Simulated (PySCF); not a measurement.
## Working out the excitation energy of Ca

Ca [Ar] 4s2 (1S) → Ca [Ar] 3d1 4s1 (3D). Calculation: PySCF 2.14, in ANO-RCC-VTZP; scalar relativity by spin-free X2C-1e. Frozen: [Ne]. Energies in hartree (1 hartree = 27.21139 eV):

| part | Ca (lower) | Ca (upper) |
| --- | --- | --- |
| UHF | -679.627771 | -679.524308 |
| MP2 opposite-spin | -0.186114 | -0.166114 |
| MP2 same-spin | -0.066051 | -0.065566 |

Problem. What does Hartree-Fock give?

Solution. (-679.524308) − (-679.627771) = 0.103463 hartree = 2.815 eV.

Problem. What do MP2 and SCS-MP2 (6/5 opposite-spin, 1/3 same-spin) give?

Solution. The opposite-spin parts differ by 0.544 eV and the same-spin parts by 0.013 eV. MP2: 2.815 + (0.544) + (0.013) = 3.372 eV. SCS-MP2: 2.815 + 1.2 × (0.544) + (0.013)/3 = 3.472 eV.

Measured between the centres of the two terms (NIST): 2.524 eV, so MP2 (valence and next inner shell) is off by 0.848 eV.

What remains against the reference includes basis incompleteness, the frozen core and correlation beyond second order.
